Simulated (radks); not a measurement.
Effect of the nuclear size on the titanium ion Ti+, [Ar] 3d2 4s1. Calculated with a radial shooting solver on a logarithmic mesh with Libxc functionals: Dirac Kohn-Sham, BLYP, spin-unpolarised, spherical densities, finite nucleus; open shells fill j = l - 1/2 first; Fermi nuclear charge, rms radius 3.5921 fm. The rms radius is varied about that value; shifts are against it.

rms radius (fm) = 3.1179: total energy shift (eV) -0.0121; density at nucleus (e/bohr^3) 8537; 1s1/2 shift (meV) -5.10; 2s1/2 shift (meV) -0.425; 2p1/2 shift (meV) 0.056; 3s1/2 shift (meV) -0.056
rms radius (fm) = 3.4772: total energy shift (eV) -0.00307; density at nucleus (e/bohr^3) 8508; 1s1/2 shift (meV) -1.30; 2s1/2 shift (meV) -0.108; 2p1/2 shift (meV) 0.014; 3s1/2 shift (meV) -0.014
rms radius (fm) = 3.5921: total energy shift (eV) 0; density at nucleus (e/bohr^3) 8499; 1s1/2 shift (meV) 0.000; 2s1/2 shift (meV) 0.000; 2p1/2 shift (meV) 0.000; 3s1/2 shift (meV) 0.000
rms radius (fm) = 3.8831: total energy shift (eV) 0.00821; density at nucleus (e/bohr^3) 8479; 1s1/2 shift (meV) 3.47; 2s1/2 shift (meV) 0.290; 2p1/2 shift (meV) -0.038; 3s1/2 shift (meV) 0.038
rms radius (fm) = 4.4291: total energy shift (eV) 0.0253; density at nucleus (e/bohr^3) 8444; 1s1/2 shift (meV) 10.7; 2s1/2 shift (meV) 0.892; 2p1/2 shift (meV) -0.118; 3s1/2 shift (meV) 0.118

Slopes of the eigenvalues against <r^2> in GHz/fm^2, as finite differences over the two radii next to the reference (eigenvalue slopes, not the field-shift constants of lines): 1s1/2 386, 2s1/2 32.2, 2p1/2 -4.25, 3s1/2 4.27.
